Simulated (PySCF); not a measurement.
Stepwise substitution at one centre (Al CH3-I). All species are isolated molecules in the gas phase. Strings in code marks are SMILES.

The brightest of the four lowest singlets (TDA) from two functionals at the same geometries (PBE0-D3(BJ)/def2-TZVP), both in PySCF: PBE-D3(BJ)/def2-TZVP and PBE0-D3(BJ)/def2-TZVP. Excitations are Tamm–Dancoff values on a coarser integration grid. The basis has no diffuse functions, so Rydberg states are missing or too high.

```
species                                           PBE-D3(BJ)/def2-TZVP (eV)
------------------------------------------------  -------------------------
0 of 3 CH3 replaced by I                                               6.09
1 of 3 CH3 replaced by I (`[CH3][Al]([CH3])[I]`)                       5.42
2 of 3 CH3 replaced by I                                               4.99
```

Task: What does PBE0-D3(BJ)/def2-TZVP give for each?

Result: 
- 0 of 3 CH3 replaced by I: 6.76
- 1 of 3 CH3 replaced by I (`[CH3][Al]([CH3])[I]`): 6.02
- 2 of 3 CH3 replaced by I: 5.53
Over these rows, drawn at random from the members with no instability flagged (it was tested for open shells, ions and some series alone), PBE minus PBE0-D3(BJ): mean -0.61 eV, from -0.67 eV to -0.54 eV.
